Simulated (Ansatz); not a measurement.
`[SiH3]CC[SeH]` and `BCC[SiH3]` differ in one atom or group.

Ansatz, PBE0-D4/def2-TZVP geometries, multiplicity 1. Each molecule was computed in one conformer, which needn't be the lowest.

Scalar relativity is left out up to krypton. Spin–orbit coupling is left out; it splits and shifts lone-pair levels of the heavy atoms by tenths of an eV.

```json
{"property": "HOMO–LUMO gap (B3LYP/def2-TZVPP) / eV", "`[SiH3]CC[SeH]`": "5.96"}
{"property": "size of the dipole moment (PBE/def2-TZVPP) / D", "`[SiH3]CC[SeH]`": "0.90"}
{"property": "HOMO energy (ωB97M-V/def2-TZVPP) / eV", "`[SiH3]CC[SeH]`": "-8.75"}
{"property": "HOMO energy (PBE0/def2-TZVPP) / eV", "`[SiH3]CC[SeH]`": "-6.55"}
{"property": "LUMO energy (PBE/def2-TZVPP) / eV", "`[SiH3]CC[SeH]`": "-0.97"}
{"property": "HOMO–LUMO gap (ωB97M-V/def2-TZVPP) / eV", "`[SiH3]CC[SeH]`": "10.41"}
```

Question: What does the change do to each property? (Estimate.)

Answer: Ansatz gave: 
```tsv
property	`BCC[SiH3]`	shift
HOMO–LUMO gap (B3LYP/def2-TZVPP) / eV	6.71	0.75
size of the dipole moment (PBE/def2-TZVPP) / D	0.48	-0.42
HOMO energy (ωB97M-V/def2-TZVPP) / eV	-10.44	-1.69
HOMO energy (PBE0/def2-TZVPP) / eV	-8.21	-1.66
LUMO energy (PBE/def2-TZVPP) / eV	-2.09	-1.12
HOMO–LUMO gap (ωB97M-V/def2-TZVPP) / eV	11.19	0.78
```

With PBE0 the HOMO falls by 1.66 eV and the LUMO falls by 1.01 eV, so the gap widens by about 0.65 eV. PBE moves the HOMO by -1.59 eV and ωB97M-V by -1.69 eV. Dipoles are sizes alone; their direction can turn.

B3LYP here is the variant with VWN-RPA as its local correlation; programs differ in this.
